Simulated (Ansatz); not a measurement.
`C=C[Si](O)(O)O` + `N[SiH2][AlH2]` → `N[Si](O)(O)O` + `C=C[SiH2][AlH2]`  (redistribution)

Computed with Ansatz on PBE0-D4/def2-TZVP structures; ΔE is electronic, products minus reactants. CBS: MP2 limit from def2 TZ/QZ plus the TZ coupled-cluster correction, frozen cores. DFT in def2-TZVPP. Each species was taken in one conformer, which may not be the lowest.

```
         level  ΔE (kcal/mol)
        B97M-V           -7.0
    r2SCANh-D4           -7.3
    r2SCAN0-D4           -7.3
  CAM-B3LYP-D4           -6.3
     CAM-B3LYP           -6.4
 HF/def2-QZVPP           -6.5
MP2/def2-QZVPP           -6.9
CCSD/CBS(def2)           -6.8
```

(1) What does CCSD(T)/CBS give? (Estimate.)

Largest T1 diagnostic among the species: 0.012.

Answers

(1) Computed: -6.8 kcal/mol. The listed levels differ from it by -0.2, -0.5, -0.5, 0.5, 0.4, 0.3, -0.1, 0.0 kcal/mol.

Leaving LDA and LC-ωPBE aside and taking each functional with its dispersion term where it has one, the values, not all of them listed here, spread over 1.3 kcal/mol, from r2SCAN0-D4 to BLYP-D4.
